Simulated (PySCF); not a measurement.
C7H14O2, SMILES COC(=O)CC(C)(C)C, singlet, GFN2-xTB optimised geometry.

```
23

C      3.08    -0.39    -3.25
O      2.52    -0.68    -1.98
C      1.96     0.34    -1.32
O      1.93     1.47    -1.75
C      1.39    -0.12     0.00
C     -0.16    -0.12     0.00
C     -0.64    -0.84     1.26
C     -0.68     1.32     0.00
C     -0.67    -0.86    -1.24
H      3.71    -1.24    -3.51
H      3.67     0.53    -3.20
H      2.29    -0.27    -3.99
H      1.74     0.56     0.78
H      1.76    -1.12     0.19
H     -1.72    -0.81     1.32
H     -0.32    -1.88     1.26
H     -0.24    -0.36     2.15
H     -0.25     1.88    -0.83
H     -0.40     1.83     0.92
H     -1.76     1.33    -0.09
H     -0.43    -0.30    -2.14
H     -1.75    -0.97    -1.19
H     -0.22    -1.84    -1.31
```

Density from PBE/def2-SVP in PySCF 2.14.0 at that geometry.

Minimum of the electron density along straight lines between bonded atoms, close to the bond critical point (lines longer than 1.1 times the sum of covalent radii, or with two minima, are not listed):

| bond | length / Å | ρ at the minimum / e bohr⁻³ | ∇²ρ there / e bohr⁻⁵ | position (fraction from the first atom) |
|---|---|---|---|---|
| C1–O2 | 1.420 | 0.248 | -0.37 | 0.35 |
| O2–C3 | 1.341 | 0.301 | -0.36 | 0.66 |
| C3–O4 | 1.203 | … | 0.34 | 0.33 |
| C3–C5 | 1.508 | 0.256 | … | 0.52 |
| C5–C6 | 1.546 | 0.232 | … | 0.51 |
| C6–C7 | 1.531 | 0.241 | -0.52 | 0.50 |
| C6–C8 | 1.528 | 0.242 | -0.53 | 0.50 |
| C6–C9 | 1.530 | 0.241 | -0.52 | 0.50 |
| C1–H10 | 1.087 | 0.282 | -1.08 | 0.64 |
| C1–H11 | 1.092 | 0.280 | -1.07 | 0.65 |
| C1–H12 | 1.092 | 0.279 | -1.05 | 0.64 |
| C5–H13 | 1.091 | 0.273 | -0.98 | 0.63 |
| C5–H14 | 1.090 | 0.276 | -1.00 | 0.63 |
| C7–H15 | 1.088 | 0.274 | -0.99 | 0.63 |
| C7–H16 | 1.088 | 0.274 | -0.98 | 0.63 |
| C7–H17 | 1.088 | 0.274 | -0.98 | 0.63 |
| C8–H18 | 1.087 | 0.277 | -1.03 | 0.64 |
| C8–H19 | 1.088 | 0.273 | -0.98 | 0.62 |
| C8–H20 | 1.088 | 0.273 | -0.98 | 0.62 |
| C9–H21 | 1.088 | 0.274 | -0.98 | 0.63 |
| C9–H22 | 1.088 | 0.274 | -0.98 | 0.63 |
| C9–H23 | 1.088 | 0.274 | -0.99 | 0.63 |

Task: Some entries are withheld; supply them.

Result: 
- C3–O4, ρ at the minimum / e bohr⁻³: 0.416
- C3–C5, ∇²ρ there / e bohr⁻⁵: -0.59
- C5–C6, ∇²ρ there / e bohr⁻⁵: -0.48
